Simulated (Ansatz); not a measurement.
C3H4BCl. Charge 0, multiplicity 1. The bonds changed during the relaxation, so this is another structure than the one it started from.

```xyz
9

B     1.023    0.261    0.972
C    -0.007    0.087   -0.213
Cl    0.043   -0.889    2.135
C    -0.509   -0.634   -1.285
C    -1.201    0.412   -0.837
H     1.031    1.387    1.395
H     2.094   -0.217    0.706
H    -0.407   -1.458   -1.973
H    -2.068    1.051   -0.898
```

(1) List the harmonic frequencies (cm⁻¹, unscaled) at PBE0-D4/def2-TZVP in Ansatz. (Best estimate.)

(2) Is this a minimum?

(3) Give the ideal-gas thermochemistry at 298.15 K and 1 bar (rigid rotor, harmonic oscillator; point group Cs, symmetry number 1).

(4) Rotational constants (cm⁻¹)?

Results:

(1) The calculation gave: 56, 124, 274, 443, 593, 688, 807, 844, 882, 941, 995, 1005, 1039, 1197, 1217, 1454, 1711, 2519, 2581, 3270, 3305.

(2) Yes, all 21 modes are real.

(3) Zero-point energy 155.2 kJ/mol; H(298) − E = 172.7 kJ/mol; entropy 323.4 J/(mol·K), of which translation 164.5, rotation 109.5, vibration 49.4; G(298) − E = 76.3 kJ/mol. Modes under 100 cm⁻¹ are hindered rotations or soft bends, so the harmonic entropy is rough.

(4) 0.3347, 0.08056, 0.07532.
